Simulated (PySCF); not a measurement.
Diatomic cations of As with the second period

PBE0 with triple-zeta basis sets in PySCF, for the lowest determinant that a PBE0 search found; no spin–orbit coupling. De refers to high-spin ground-configuration atoms (the charge goes to the atom of lower measured ionisation energy or higher electron affinity, which is not always the lowest computed limit). A positive dipole points towards As; it is taken about the centre of mass and depends on that origin.

```csv
M,basis,charged atom,state (unpaired electrons),Re (Å),ωe (cm⁻¹),De (eV),μ (D)
Li,pcseg-2,Li+,"quartet (σ ↑, π ↑↑)",2.733,237,0.46,-9.31
Be,def2-TZVP,Be+,triplet (π ↑↑),2.125,559,2.63,-7.25
B,def2-TZVPPD,B+,"quartet (σ ↑, π ↑↑)",1.968,637,2.93,-2.42
O,cc-pVTZ-PP/cc-pVTZ,As+,singlet (closed shell),1.556,1185,6.29,2.84
F,cc-pVTZ-PP/cc-pVTZ,As+,doublet (π ↑),1.660,838,4.67,2.28
```

By what factor does the harmonic wavenumber vary along the series?

At PBE0 it runs from 237 cm⁻¹ (LiAs⁺) to 1185 cm⁻¹ (AsO⁺), a factor of 5.00.

The rows differ in basis set, which adds steps of its own.

The state changes along the series, so neighbouring rows are not always alike in their bonding.

Weak bonds: LiAs⁺. Basis-set superposition, not corrected here, can be much of De in a small basis, most of all at correlated wavefunction levels. Spin–orbit coupling is left out. For an ion De counts to the pair picked by the measured ionisation energies or electron affinities, which need not be the lowest pair at this level. States were picked by a PBE0 search and need not be the measured ground states.
